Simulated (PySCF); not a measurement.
Job file and geometry (Å, from GFN2-xTB) of an NMR shielding run on `InChI=1S/CH9B2P/c1-3-4-2/h2-4H2,1H3`, GIAO PBE0/pcSseg-1 NMR shielding, non-relativistic, gas phase (PySCF); density fitting, a coarse starting grid and PySCF grid level 2 are the driver's defaults:

```
{"job": {"kind": "nmr", "xc": "PBE0", "basis": "pcSseg-1"}, "charge": 0, "multiplicity": 1}
B      1.863477    -0.703504    -0.800981
P      0.965505     0.021953     0.625579
B     -0.711528     0.953978     0.126253
C     -1.671080    -0.177991    -0.536173
H      1.584398    -1.773322    -1.176661
H      2.626261    -0.047084    -1.393347
H      1.814044     0.842498     1.343405
H      0.744569    -0.949744     1.583059
H     -0.353118     1.800831    -0.635936
H     -1.096787     1.391009     1.168078
H     -1.838855    -1.030530     0.123932
H     -2.651668     0.241330    -0.755061
H     -1.279604    -0.568936    -1.475794
```

Q: Write the output of this run.

A: 
```
coarse grid: 10464 points
cycle   1  E = -434.1469218016  dE =  1.122e-01  |g| = 4.462e-01  |ddm| = 2.927e+00
cycle   2  E = -434.1119496464  dE =  3.497e-02  |g| = 5.592e-01  |ddm| = 1.230e+00
cycle   3  E = -434.2129403008  dE = -1.010e-01  |g| = 3.983e-02  |ddm| = 7.014e-01
cycle   4  E = -434.2133565425  dE = -4.162e-04  |g| = 1.881e-02  |ddm| = 7.314e-02
cycle   5  E = -434.2134748089  dE = -1.183e-04  |g| = 3.299e-03  |ddm| = 2.622e-02
cycle   6  E = -434.2134780376  dE = -3.229e-06  |g| = 1.075e-03  |ddm| = 5.111e-03
final grid: 93904 points
cycle   7  E = -434.2353402347  dE = -2.893e-05  |g| = 6.881e-03  |ddm| = 2.377e-02
cycle   8  E = -434.2353369931  dE =  3.242e-06  |g| = 7.803e-03  |ddm| = 1.313e-02
cycle   9  E = -434.2353532715  dE = -1.628e-05  |g| = 5.076e-04  |ddm| = 7.090e-03
cycle  10  E = -434.2353533437  dE = -7.217e-08  |g| = 1.071e-04  |ddm| = 6.561e-04
cycle  11  E = -434.2353533469  dE = -3.188e-09  |g| = 3.880e-05  |ddm| = 1.700e-04
cycle  12  E = -434.2353533474  dE = -5.159e-10  |g| = 9.905e-06  |ddm| = 6.120e-05
converged SCF energy = -434.2353533474

GIAO shielding tensors (ppm)
atom      isotropic    diamagn.    paramagn.     s11        s22        s33       span
  0 B        3.622     197.285    -193.664    -94.074    -43.393    148.332    242.406
  1 P      439.301     969.864    -530.563    372.196    445.363    500.343    128.148
  2 B      132.853     186.705     -53.852    111.450    137.841    149.268     37.818
  3 C      182.185     249.468     -67.284    174.005    182.368    190.181     16.176
  4 H       22.603      29.627      -7.024     12.452     26.714     28.644     16.192
  5 H       22.416      29.291      -6.875     12.619     26.524     28.104     15.485
  6 H       27.460      30.395      -2.934     23.341     24.645     34.395     11.054
  7 H       27.588      31.203      -3.616     23.902     25.369     33.492      9.590
  8 H       29.459      29.540      -0.080     25.930     29.614     32.833      6.903
  9 H       29.383      29.338       0.045     25.476     29.303     33.370      7.894
 10 H       31.558      31.419       0.139     27.834     30.274     36.567      8.733
 11 H       31.224      29.419       1.805     26.867     27.909     38.895     12.028
 12 H       32.115      31.587       0.527     27.773     30.580     37.991     10.218
```

Size and cost of the density-fitted run: 120 basis functions, 9.3 s wall time on 1 thread of an Arm Neoverse V1, shared host.
